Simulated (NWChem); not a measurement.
# SiAsH₃F₂; SMILES F[SiH](F)[AsH2]

```xyz
7

Si     0.3839    -1.0151     0.0000
F     -0.3187    -1.6806     1.3144
F     -0.3187    -1.6806    -1.3144
As    -0.1024     1.2998     0.0000
H      1.8224    -1.4293     0.0000
H      0.9593     1.4986    -1.1008
H      0.9593     1.4986     1.1008
```
Atoms are numbered in this order, from 1.

Program: NWChem. Pople sets run with spherical d functions. The geometry was optimised at PBE-D3(BJ)/def2-SVP.

For level PW6B95/6-31G*:

```
Property                     Value
---------------------------  -----
highest occupied level (eV)  -8.05
orbital gap (eV)              8.20
dipole (D)                    2.06
```

Problem. How do the values read with level PBE/6-31G* instead?

Solution. 
| Item | Result |
|---|---|
| highest occupied level (eV) | -6.81 |
| orbital gap (eV) | 6.09 |
| dipole (D) | 1.89 |
